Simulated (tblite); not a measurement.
C5H14B2N2.
Atom-mapped SMILES: `[CH:1]#[N+:2][B@H-:3]([B:4]([CH3:5])[CH3:6])[N:7]([CH3:8])[CH3:9]` (hydrogens: H10 on C1; H11 on B3; H12, H13, H14 on C5; H15, H16, H17 on C6; H18, H19, H20 on C8; H21, H22, H23 on C9)
Bond orders are those of one Lewis drawing.

Computed with GFN2-xTB (tblite), gas phase: L-BFGS steps from a force-field or distance-geometry start until the largest atomic force falls under 0.01 eV/Å.

Step 128: E = -709.7400 eV
```
atom  x, y, z in Å  |  force x, y, z in eV/Å
C1     -0.1389    2.2444    1.2927    0.020   0.018  -0.013
N2      0.2021    1.1354    1.3014   -0.044   0.000  -0.016
B3      0.1305   -0.2562    0.7460   -0.010  -0.042   0.032
B4      1.4042   -0.4469   -0.3666   -0.022   0.044   0.001
C5      2.8384    0.1797   -0.1221   -0.013   0.010  -0.001
C6      1.2218   -1.4115   -1.6058   -0.011  -0.006   0.014
N7     -1.2951   -0.3251    0.2474    0.014   0.024   0.021
C8     -2.3460   -0.5777    1.2012   -0.015  -0.010  -0.001
C9     -1.7015    0.6237   -0.7410    0.010   0.038  -0.011
H10    -0.3975    3.2643    1.2592   -0.008  -0.026   0.023
H11     0.3010   -1.0209    1.6453    0.030   0.037   0.002
H12     3.2816    0.5772   -1.0356    0.001  -0.033   0.012
H13     3.5092   -0.6095    0.2211   -0.005   0.004  -0.038
H14     2.8699    0.9653    0.6313   -0.007  -0.003  -0.012
H15     0.3640   -1.1323   -2.2147    0.010   0.019  -0.012
H16     0.9883   -2.4109   -1.2433    0.031  -0.048   0.009
H17     2.0868   -1.4883   -2.2628    0.013   0.002   0.013
H18    -2.0014   -1.2913    1.9475   -0.009   0.035  -0.046
H19    -2.6753    0.3405    1.7215    0.019  -0.073  -0.026
H20    -3.2144   -1.0041    0.6878   -0.019   0.041   0.026
H21    -1.8520    1.6427   -0.3130    0.005  -0.014   0.024
H22    -0.9366    0.7072   -1.5095    0.019  -0.017  -0.030
H23    -2.6436    0.3212   -1.2054   -0.011   0.000   0.029
```

Step 129: E = -709.7411 eV
```
atom  x, y, z in Å  |  force x, y, z in eV/Å
C1     -0.1445    2.2432    1.2902    0.024   0.000  -0.009
N2      0.2019    1.1358    1.2975   -0.043   0.013  -0.018
B3      0.1312   -0.2567    0.7428   -0.004  -0.045   0.061
B4      1.4049   -0.4513   -0.3690   -0.029   0.040  -0.001
C5      2.8366    0.1788   -0.1236   -0.011   0.029   0.008
C6      1.2269   -1.4178   -1.6070   -0.019  -0.010   0.009
N7     -1.2947   -0.3241    0.2455   -0.009   0.005   0.032
C8     -2.3445   -0.5760    1.2011   -0.025   0.000   0.002
C9     -1.7015    0.6269   -0.7400    0.020   0.043  -0.008
H10    -0.4081    3.2617    1.2675   -0.008  -0.017   0.018
H11     0.3007   -1.0156    1.6485    0.028   0.035  -0.023
H12     3.2790    0.5810   -1.0342    0.009  -0.037  -0.022
H13     3.5111   -0.6067    0.2197    0.000  -0.004  -0.033
H14     2.8630    0.9650    0.6286   -0.003   0.004   0.017
H15     0.3694   -1.1416   -2.2173    0.005   0.028  -0.017
H16     0.9941   -2.4170   -1.2445    0.031  -0.059   0.019
H17     2.0927   -1.4948   -2.2629    0.015   0.008   0.015
H18    -2.0050   -1.2970    1.9423    0.006   0.030  -0.047
H19    -2.6664    0.3404    1.7286    0.026  -0.058  -0.021
H20    -3.2195   -0.9911    0.6900   -0.012   0.030   0.007
H21    -1.8494    1.6451   -0.3088    0.001  -0.012   0.021
H22    -0.9378    0.7127   -1.5098    0.013  -0.027  -0.026
H23    -2.6449    0.3260   -1.2020   -0.016   0.004   0.018
```

Step 130: E = -709.7424 eV
```
atom  x, y, z in Å  |  force x, y, z in eV/Å
C1     -0.1515    2.2420    1.2883    0.021  -0.008  -0.005
N2      0.2003    1.1362    1.2928   -0.029   0.013  -0.011
B3      0.1318   -0.2576    0.7396    0.002  -0.026   0.069
B4      1.4043   -0.4543   -0.3726   -0.031   0.021  -0.001
C5      2.8338    0.1780   -0.1254   -0.008   0.036   0.013
C6      1.2330   -1.4251   -1.6086   -0.020  -0.012   0.001
N7     -1.2943   -0.3226    0.2438   -0.034  -0.018   0.034
C8     -2.3434   -0.5735    1.2009   -0.028   0.009  -0.001
C9     -1.7013    0.6314   -0.7387    0.025   0.027  -0.006
H10    -0.4223    3.2586    1.2784   -0.007  -0.010   0.012
H11     0.3027   -1.0104    1.6507    0.020   0.029  -0.041
H12     3.2753    0.5835   -1.0339    0.019  -0.029  -0.057
H13     3.5117   -0.6044    0.2165    0.002  -0.014  -0.024
H14     2.8559    0.9640    0.6262    0.002   0.016   0.041
H15     0.3766   -1.1536   -2.2229    0.005   0.027  -0.013
H16     1.0033   -2.4243   -1.2439    0.026  -0.057   0.021
H17     2.1011   -1.5021   -2.2619    0.009   0.015   0.023
H18    -2.0086   -1.3020    1.9360    0.021   0.017  -0.036
H19    -2.6563    0.3410    1.7353    0.026  -0.031  -0.005
H20    -3.2254   -0.9759    0.6926   -0.007   0.017  -0.016
H21    -1.8453    1.6483   -0.3031   -0.003  -0.005   0.014
H22    -0.9394    0.7176   -1.5107    0.004  -0.031  -0.018
H23    -2.6469    0.3321   -1.1968   -0.017   0.014   0.007
```

Step 131: E = -709.7437 eV
```
atom  x, y, z in Å  |  force x, y, z in eV/Å
C1     -0.1593    2.2404    1.2872    0.015  -0.022  -0.003
N2      0.1971    1.1361    1.2875   -0.009   0.004   0.009
B3      0.1317   -0.2589    0.7370    0.006   0.007   0.047
B4      1.4025   -0.4558   -0.3768   -0.023  -0.005   0.000
C5      2.8304    0.1783   -0.1274   -0.002   0.031   0.010
C6      1.2396   -1.4326   -1.6101   -0.015  -0.013   0.002
N7     -1.2948   -0.3220    0.2420   -0.058  -0.026   0.027
C8     -2.3430   -0.5699    1.2012   -0.027   0.015  -0.010
C9     -1.7007    0.6360   -0.7372    0.018  -0.003  -0.002
H10    -0.4377    3.2545    1.2903   -0.006   0.006   0.006
H11     0.3059   -1.0070    1.6507    0.012   0.017  -0.039
H12     3.2707    0.5850   -1.0354    0.024  -0.013  -0.070
H13     3.5112   -0.6026    0.2119   -0.002  -0.019  -0.016
H14     2.8503    0.9630    0.6251    0.007   0.022   0.045
H15     0.3855   -1.1668   -2.2306    0.008   0.016   0.000
H16     1.0144   -2.4319   -1.2412    0.019  -0.036   0.010
H17     2.1117   -1.5088   -2.2592   -0.004   0.019   0.032
H18    -2.0119   -1.3066    1.9289    0.025   0.003  -0.022
H19    -2.6442    0.3434    1.7432    0.024  -0.015   0.007
H20    -3.2331   -0.9587    0.6959    0.008   0.010  -0.028
H21    -1.8409    1.6512   -0.2966   -0.002   0.004   0.002
H22    -0.9412    0.7214   -1.5122   -0.003  -0.029  -0.005
H23    -2.6489    0.3392   -1.1915   -0.016   0.024  -0.002
```

**Question.** Estimate the geometry and energy of step 132. (The exact step hangs on the optimiser's Hessian estimate; all steps are aligned on step 131, rigid shifts and turns removed.)

**Answer.** E = -709.7446 eV, largest force 0.064 eV/Å
```
atom  x, y, z in Å  |  force x, y, z in eV/Å
C1     -0.1636    2.2401    1.2870    0.002  -0.016  -0.001
N2      0.1954    1.1368    1.2844    0.005  -0.019   0.025
B3      0.1313   -0.2590    0.7361    0.000   0.032   0.011
B4      1.3997   -0.4549   -0.3803   -0.012  -0.021   0.007
C5      2.8273    0.1794   -0.1292    0.000   0.015   0.000
C6      1.2441   -1.4373   -1.6110   -0.006  -0.007   0.007
N7     -1.2960   -0.3219    0.2415   -0.050  -0.019   0.013
C8     -2.3438   -0.5677    1.2013   -0.013   0.014  -0.015
C9     -1.7003    0.6388   -0.7359    0.000  -0.023   0.000
H10    -0.4481    3.2523    1.2993   -0.002   0.014   0.000
H11     0.3092   -1.0051    1.6493    0.006   0.005  -0.025
H12     3.2672    0.5837   -1.0385    0.025   0.007  -0.058
H13     3.5077   -0.6033    0.2073   -0.004  -0.018  -0.009
H14     2.8488    0.9624    0.6253    0.009   0.021   0.027
H15     0.3928   -1.1774   -2.2383    0.012   0.005   0.017
H16     1.0237   -2.4364   -1.2370    0.013  -0.014  -0.007
H17     2.1206   -1.5115   -2.2550   -0.015   0.016   0.036
H18    -2.0140   -1.3095    1.9238    0.019  -0.009  -0.010
H19    -2.6370    0.3444    1.7483    0.017   0.003   0.019
H20    -3.2378   -0.9473    0.6967    0.007   0.002  -0.030
H21    -1.8371    1.6529   -0.2918    0.003   0.013  -0.010
H22    -0.9434    0.7223   -1.5138   -0.005  -0.026   0.008
H23    -2.6512    0.3452   -1.1869   -0.013   0.028  -0.006
```

The energy changes by -0.0009 eV. The first-order estimate −F·Δx gives -0.0013 eV and the mean of the old and new forces, exact on a quadratic surface, -0.0009 eV. The step makes an angle of 78° with the force vector and moves no atom by more than 0.015 Å.

What follows is the cost of the whole relaxation. The run took 2.0 s on an Arm Neoverse V1 with one thread, no GPU, shared host with 32 logical CPUs at a one-minute load of 28.
